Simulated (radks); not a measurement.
Values are calculated unless marked as measured or tabulated.
All-electron atom: the thallium ion Tl5+ in [Xe] 4f14 5d8. Level of theory: Dirac Kohn-Sham, PBE, spin-unpolarised, spherical densities, point nucleus; open shells fill j = l - 1/2 first (a radial shooting solver on a logarithmic mesh with Libxc functionals).

Spin-orbit splittings of the eigenvalues, e(l+1/2) - e(l-1/2), with zeta = 2 splitting/(2l+1) and mean radii in bohr:

shell,occ.,splitting (eV),zeta (eV),<r> j=l-1/2,<r> j=l+1/2
2p,6,2066,1377,0.05589,0.06469
3p,6,459.3,306.2,0.1674,0.1835
3d,10,98.07,39.23,0.1595,0.1644
4p,6,111.7,74.47,0.3931,0.4274
4d,10,20.84,8.336,0.4332,0.4443
4f,14,4.608,1.317,0.4637,0.4702
5p,6,20.77,13.85,0.9319,1.019
5d,8,2.623,1.049,1.242,1.276
